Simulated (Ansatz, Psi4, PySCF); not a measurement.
H3Si2, doublet, at a GFN2-xTB geometry. Base run: CCSD(T)/6-31G* (PySCF).

PySCF was given this input:
```python
from pyscf import gto, scf, cc

mol = gto.Mole()
mol.atom = '''
    Si    1.035832   -0.574106    0.027596
    Si   -0.912794    0.450809   -0.023222
    H     2.015103    0.574737    0.020044
    H    -1.726506    1.690621   -0.060588
    H    -2.011135   -0.539201   -0.020689
'''
mol.basis = '6-31g*'
mol.charge = 0
mol.spin = 1
mol.verbose = 4
mol.build()

mf = scf.UHF(mol)
mf.kernel()

mycc = cc.CCSD(mf)
mycc.kernel()
et = mycc.ccsd_t()
print('E(CCSD(T)) = %.10f' % (mycc.e_tot + et))
```

The same geometry, method and basis name were run in Ansatz (a quantum-chemistry and plane-wave program) and Psi4 and PySCF, at each program's defaults and at the settings that a row names. The base is PySCF at its defaults. Differences at the defaults can come from grids, fitting, cores and function types together. The rows with settings made alike still differ; the cause (another SCF solution, basis table, core potential or functional code) wasn't traced.

| code and settings | ΔE vs base (mEh) | basis functions | E (Eh) | SCF cycles | outcome |
|---|---|---|---|---|---|
| PySCF, defaults (exact integrals, spherical functions, all electrons correlated) | 0.000 | 42 | -579.66344 | 13 | converged |
| Psi4, defaults (exact integrals, Cartesian functions, all electrons correlated) | 8.085 | 44 | -579.65535 | 22 | another SCF solution |
| Ansatz, defaults (factorised integrals, Cartesian functions, frozen core) | 9.917 | 44 | -579.65352 | - | converged |
| PySCF, frozen core | 12.821 | 42 | -579.65062 | 13 | converged |
| Psi4, exact integrals, spherical functions, frozen core | 31.324 | 42 | -579.63211 | 22 | another SCF solution |
| Ansatz, high accuracy, frozen core, Cartesian functions as the basis file defines them | 9.916 | 44 | -579.65352 | - | converged |

A guess, shift, damping, solver or small numerical setting can't move a converged solution much, so rows marked as another SCF solution ended in a different state.

Open shells are given as the SCF converged; they aren't shown to be the lowest states, and a large step between rows can be another state.
